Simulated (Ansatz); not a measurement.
Cartesian coordinates in Å:
```
F 0.5352 -1.5884 -1.7283
B 0.3055 -0.6615 -0.8255
N -0.7815 -0.3223 0.0123
C 0.1093 0.7032 0.5265
O 1.1461 0.3618 -0.4131
H -1.5283 -0.7742 0.5033
H -0.2347 1.7290 0.3696
H 0.4485 0.5525 1.5551
```

Total charge 0; spin multiplicity 1.

**Question.** List the r2SCAN/def2-TZVPP orbital energies in eV (Ansatz 0.2.0). (Best estimate.)

**Answer.** Computed: Occupied: -666.51, -516.08, -385.42, -275.69, -182.30, -32.00, -28.20, -22.91, -17.25, -14.70, -13.72, -12.74, -12.58, -11.27, -10.56, -10.01, -9.00, -7.75, -6.76. Lowest empty: 0.93, 1.31, 1.49, 1.97, 2.55, 3.35, 3.96, 4.22.
